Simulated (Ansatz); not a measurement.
[VS4]3- (VS4³⁻). Charge -3, multiplicity 3. Geometry r2SCAN-D4/def2-SVPD, that of the charge -3 singlet; atoms count from 1.

Cartesian coordinates in Å:
```
V 0.0002 -0.0003 0.0002
S 0.7913 1.0491 -1.7625
S 1.6672 -0.6393 1.2837
S -1.1431 -1.7628 -0.6491
S -1.3156 1.3533 1.1276
```

A multiply charged anion in the gas phase is held together partly by the finite basis. The highest occupied level of the charge -3 triplet lies above zero (up to 6.72 eV). The electron is either unbound and held by the finite basis, or the level is raised by self-interaction error. At PBE0-D4/def2-TZVPD a singlet of charge -3 lies 1.15 eV below the triplet at the same geometry.

**Question.** Estimate the Mulliken populations from the PBE0/def2-TZVPD orbitals of Ansatz.

**Answer.** 
| atom | charge (e) | spin (α − β) | d electrons |
| --- | --- | --- | --- |
| V1 | -0.98 | 0.62 | 3.29 |
| S2 | -0.41 | 0.57 | – |
| S3 | -0.60 | 0.12 | – |
| S4 | -0.60 | 0.12 | – |
| S5 | -0.41 | 0.57 | – |
Mulliken values depend strongly on the basis. With diffuse functions, as here, like atoms can get unlike values, and bond orders can come out too low or too high.

**Question.** Where does the spin sit?

**Answer.** Summed by element: V 0.62, S 1.38, of 2 unpaired in all. Largest on single atoms: V1 0.62, S5 0.57, S2 0.57.

**Question.** And the Mayer bond orders between heavy atoms (over 0.3)?

**Answer.** V1–S2 1.03 (2.20 Å); V1–S3 1.42 (2.20 Å); V1–S4 1.42 (2.20 Å); V1–S5 1.03 (2.20 Å).
